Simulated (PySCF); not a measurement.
B(Me)2(vinyl) (C4H9B), SMILES C=CB(C)C. Atoms are numbered in the order given.

```xyz
14

B      0.2241     0.3607     0.1585
C      1.4039     1.3810    -0.0773
H      2.3479     0.8276     0.1047
H      1.4074     2.2531     0.5949
H      1.4666     1.7273    -1.1232
C     -0.6124     0.4412     1.4914
H     -1.3249    -0.3763     1.6759
H     -1.1838     1.3895     1.4773
H      0.0589     0.5263     2.3647
C     -0.0557    -0.7122    -0.9464
C     -1.0045    -1.6616    -0.8641
H      0.5540    -0.7004    -1.8614
H     -1.1778    -2.3961    -1.6592
H     -1.6567    -1.7448     0.0121
```

Geometry: B3LYP-D3(BJ)/def2-SVP. One conformer was computed; it need not be the lowest.

These are PBE/def2-TZVP in PySCF values and carry that method's errors.

Gas-phase values at a fixed geometry.

The total energy is -182.47348 hartree and the highest occupied level comes out as -6.94 eV. The lowest empty level is -2.37 eV and the orbital gap comes out as 4.58 eV. The dipole moment is 0.36 D, the quadrupole, principal values (traceless, Buckingham form, about the centre of nuclear charge) is -1.65, -0.20, 1.84 D·Å and the mean static polarisability is 66.4 bohr³ (9.84 Å³). The polarisability, principal values is 47.7, 66.9, 84.6 bohr³.
